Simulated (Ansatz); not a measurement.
Two isomers of C3H9BO: A = `CCCBO`, B = `CBCOC`.

Calculated with Ansatz (gas phase, PBE0-D4/def2-TZVP geometries, no zero-point term in ΔE). CBS: MP2 limit from def2 TZ/QZ plus the TZ coupled-cluster correction, frozen cores. DFT in def2-TZVPP. Each species was taken in one conformer, which may not be the lowest.

Which is lower in electronic energy at CCSD(T)/CBS, and by how much? (Estimate.)

Ansatz gave: A, by 54.3 kcal/mol.

Give E(B) − E(A) in kcal/mol with ωB97M-V, HF/def2-TZVPP, CCSD(T)/def2-TZVPP, r2SCAN-D4, PBE0-D4, PBE-D4, MP2/def2-TZVPP. (Estimate.)

Ansatz gave: ωB97M-V 52.5, HF/def2-TZVPP 50.5, CCSD(T)/def2-TZVPP 53.9, r2SCAN-D4 51.9, PBE0-D4 52.0, PBE-D4 50.9, MP2/def2-TZVPP 56.0. None reverses the order clearly.

Largest T1 diagnostic: 0.011.

In def2-TZVPP, CCSD(T) changes the Hartree–Fock value by +3.4 kcal/mol (the triples alone add +0.3 kcal/mol) and MP2 by +5.5 kcal/mol. From PBE to PBE0 (25 % exact exchange), in def2-TZVPP and without D4, E(B) − E(A) moves by +1.2 kcal/mol.
